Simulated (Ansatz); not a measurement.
Abstraction of H: GaH(SH)2 + GeHCl2 → Ga(SH)2 + GeH2Cl2

Gas-phase species: GaH(SH)2, singlet; GeHCl2 `[Cl][GeH][Cl]`, doublet; Ga(SH)2, doublet; GeH2Cl2 (dichlorogermane) `[Cl][GeH2][Cl]`, singlet. A radical takes H: the energy is the difference in strength between the Ga–H bond broken and the Ge–H bond made.

Shapes, held fixed at every level: PBE0-D4/def2-TZVP. Flexible molecules stand in one conformer, not always the lowest. Programs: Ansatz 0.2.0. Electronic energies: no zero-point or thermal term.

Task: Estimate ΔE of this reaction.

Result: The highest level, CCSD(T)/def2-TZVPP, gives ΔE = -18.2 kJ/mol; the levels span -22.1 to -9.7. The column of differences is taken from that level and isn't an error. No measured value is set beside it here. Open shells run unrestricted. Relativity is left out for Ga, Ge. Outer-core shells of Ga, Ge are correlated, in sets that cover them unevenly.

```
               level                    kind  ΔE (kJ/mol)  less CCSD(T)/def2-TZVPP
       HF/def2-TZVPP            Hartree–Fock        -22.1                     -3.9
   PBE-D4/def2-TZVPP                     GGA         -9.7                     +8.5
r2SCAN-D4/def2-TZVPP                meta-GGA        -11.3                     +6.9
 B3LYP-D4/def2-TZVPP           global hybrid        -11.5                     +6.7
  wB97X-V/def2-TZVPP  range-separated hybrid        -12.7                     +5.5
   B2PLYP/def2-TZVPP           double hybrid        -15.3                     +2.9
  CCSD(T)/def2-TZVPP   coupled cluster or CI        -18.2                      0.0
```
